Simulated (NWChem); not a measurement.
InSiH$_{3}$OCl$_{2}$; SMILES [O]([SiH3])[In]([Cl])[Cl]

```xyz
8

In    -0.0226     0.3474    -0.0021
Cl    -1.3367     2.2565     0.0043
Cl     2.2973     0.5038     0.0012
O     -0.9169    -1.4070    -0.0133
Si    -0.4856    -3.0108     0.0058
H      0.3697    -3.3580    -1.1726
H     -1.7327    -3.8282    -0.0419
H      0.2741    -3.3534     1.2493
```
Atoms are numbered in this order, from 1.

All runs: NWChem. All runs use the structure optimised with PBE0/def2-SVP. No frequency run checked for a minimum. def2 effective core potentials on In; no spin-orbit coupling. Level B3LYP/def2-SVP: energy and gradient on several grids; changes count from the extra-fine grid, which is no exact limit either.

Problem. Which is the coarsest grid (xfine; fine; coarse; medium; xcoarse) from which on the energy stays within 100 μHa and each gradient component within 200 μHa/bohr of xfine?

Solution. medium.
```
grid     size of the energy change (μHa)  largest change of a gradient component (μHa/bohr)
-------  -------------------------------  -------------------------------------------------
xcoarse                              400                                               8000
coarse                                60                                                700
medium                                10                                                 80
fine                                < 10                                               < 30
xfine                               < 10                                               < 30
```
